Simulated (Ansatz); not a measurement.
**A relaxation, step by step**

SnH4O, singlet, PBE0-D4/def2-TZVP (Ansatz 0.2.0). Settings:

```yaml
hamiltonian: {xc: pbe0, dispersion: d4}
relax: {f_tol: 0.005, max_steps: 200}
```

Start, a step off a saddle point along its unstable mode:

Sn1  (-0.266, 1.212, -0.512)
O2  (1.215, 0.033, 0.314)
H3  (-0.440, -0.261, 0.961)
H4  (-1.062, -0.155, 1.048)
H5  (-0.839, -0.048, -1.639)
H6  (1.392, -0.781, -0.172)
(Å)

```
               step  energy less the last (meV)  largest force component (eV/Å)
                  1                       911.9                           6.877
                  3                        92.9                           0.695
 5 (rejected trial)                       107.5                           2.282
 7 (rejected trial)                        25.0                           0.276
                  9                        18.5                           0.084
                 11                        16.7                           0.098
                 13                        15.8                           0.027
                 15                        13.5                           0.133
                 17                         9.9                           0.121
                 19                         7.1                           0.040
                 21                         1.8                           0.038
                 23                         1.2                           0.179
                 25                         0.2                           0.024
                 27                         0.1                           0.014
29 (rejected trial)                         3.0                           0.255
31 (rejected trial)                         0.0                           0.008
                 32                         0.0                           0.001
```

Step 3, positions (Å) and forces (eV/Å):

```
atom       x       y       z      Fx      Fy      Fz
 Sn1  -0.081   1.267  -0.640   0.098   0.036  -0.045
  O2   1.399   0.147   0.096   0.065  -0.628  -0.368
  H3  -0.599  -0.322   1.206  -0.586  -0.056   0.167
  H4  -1.365  -0.286   1.250   0.383  -0.036   0.010
  H5  -0.753  -0.040  -1.665   0.001  -0.012   0.000
  H6   1.399  -0.766  -0.247   0.039   0.695   0.236
```

Step 9, positions (Å) and forces (eV/Å):

```tsv
atom	x	y	z	Fx	Fy	Fz
Sn1	0.024	1.276	-0.703	0.008	0.004	0.011
O2	1.558	0.185	-0.074	0.008	0.028	-0.002
H3	-0.853	-0.406	1.479	-0.084	0.011	0.000
H4	-1.587	-0.291	1.369	0.069	-0.011	0.007
H5	-0.704	-0.047	-1.670	0.001	-0.011	-0.001
H6	1.561	-0.717	-0.401	-0.002	-0.021	-0.015
```

Step 23, positions (Å) and forces (eV/Å):

| atom | x | y | z | Fx | Fy | Fz |
| --- | --- | --- | --- | --- | --- | --- |
| Sn1 | 0.058 | 1.229 | -0.519 | -0.004 | 0.016 | 0.003 |
| O2 | 1.711 | 0.176 | -0.229 | 0.011 | -0.179 | -0.045 |
| H3 | -1.225 | -0.081 | 1.650 | -0.032 | -0.064 | -0.098 |
| H4 | -1.426 | -0.524 | 1.073 | 0.030 | 0.068 | 0.089 |
| H5 | -0.798 | -0.074 | -1.409 | -0.006 | -0.017 | 0.006 |
| H6 | 1.679 | -0.726 | -0.566 | 0.001 | 0.175 | 0.044 |

Last step (32):

```csv
atom,x (Å),y (Å),z (Å)
Sn1,0.0612,1.2168,-0.4931
O2,1.7270,0.1720,-0.2363
H3,-1.2574,-0.0602,1.6381
H4,-1.4336,-0.5244,1.0731
H5,-0.7942,-0.0889,-1.3799
H6,1.6971,-0.7153,-0.6018
```

The run took about 37 s on 2 CPU threads of an Intel Xeon 6975P-C (shared host).
